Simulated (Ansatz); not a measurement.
Program: Ansatz. Geometries: PBE0-D4/def2-TZVP. ΔE: electronic, gas phase. CBS: MP2 limit from def2 TZ/QZ plus the TZ coupled-cluster correction, frozen cores. DFT in def2-TZVPP. B3LYP here is the variant with VWN-RPA as its local correlation; programs differ in this. Each species was taken in one conformer, which may not be the lowest.

`BCB(O)F` + `NC(F)S` → `BNC(F)S` + `CB(O)F`  (ligand exchange at a B–C bond)

```csv
level,ΔE (eV)
PBE-D4,-1.33
PBE0-D4,-1.32
B3LYP-D4,-1.38
ωB97M-V,-1.35
r2SCAN,-1.32
PBE0,-1.32
SCS-MP2/def2-TZVPP,-1.38
MP2/def2-QZVPP,-1.37
```

Task: What does CCSD(T)/CBS give? (Best estimate.)

Result: The calculation gave: -1.36 eV. The listed levels differ from it by 0.03, 0.04, -0.02, 0.01, 0.04, 0.04, -0.02, -0.01 eV.

Largest T1 diagnostic among the species: 0.013.

In def2-TZVPP, CCSD(T) changes the Hartree–Fock value by −0.06 eV (the triples alone add −0.01 eV) and MP2 by −0.07 eV.
